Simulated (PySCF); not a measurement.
**A small calculation by hand: entropy of an ideal gas**

Hf(OH)3 (H3HfO3), SMILES [OH][Hf+]([OH])[OH], charge +1, multiplicity 1.

Geometry optimised at PBE-D3(BJ)/def2-SVP. The multiplicity is an assumed one; other spin states were not compared. The isomer is the one that the SMILES or the coordinates give; other isomers of the formula were not compared. The def2 effective core potentials stand for the cores of Hf; spin–orbit coupling is left out. One conformer was computed; it need not be the lowest.

PBE-D3(BJ)/def2-SVP in PySCF 2.14.0 gives the harmonic wavenumbers 140, 190, 190, 263, 381, 381, 492, 493, 545, 749, 749, 774, 3785, 3785, 3797 cm⁻¹ and the rotational temperatures 0.2324, 0.2324, 0.1422 K. The molar mass is 229.51 g/mol, the symmetry number 3, the spin multiplicity 1.

Q: Work out the entropy at 298.15 K and 1 atm in the rigid-rotor, harmonic-oscillator model.

A: 
Translation (Sackur–Tetrode at 1 atm): S = R[1.5 ln M + 2.5 ln T − 1.16487] = 176.5 J/(mol K).
Rotation: q = (√π/σ) T^1.5/√(θA θB θC) = 34700, S = R[ln q + 3/2] = 99.4 J/(mol K).
Vibration: with u = 1.4388 ν/T, each mode gives R[u/(e^u − 1) − ln(1 − e^−u)]:
```tsv
ν (cm⁻¹)	modes	u	S (J/(mol K))
140	1	0.68	11.73
190	2	0.92	18.64
263	1	1.27	6.87
381	2	1.84	8.66
492	1	2.37	2.84
493	1	2.38	2.83
545	1	2.63	2.32
749	2	3.61	2.12
774	1	3.74	0.96
```
The stiffer modes add less than 0.005 each. Sum 57.0 J/(mol K).
Spin: R ln 1 = 0.0 J/(mol K).
Total 332.9 J/(mol K); the program's own thermochemistry gives 332.9. Translation makes up 53 % and vibration 17 %. Anharmonicity, hindered rotation and orbital degeneracy are left out.
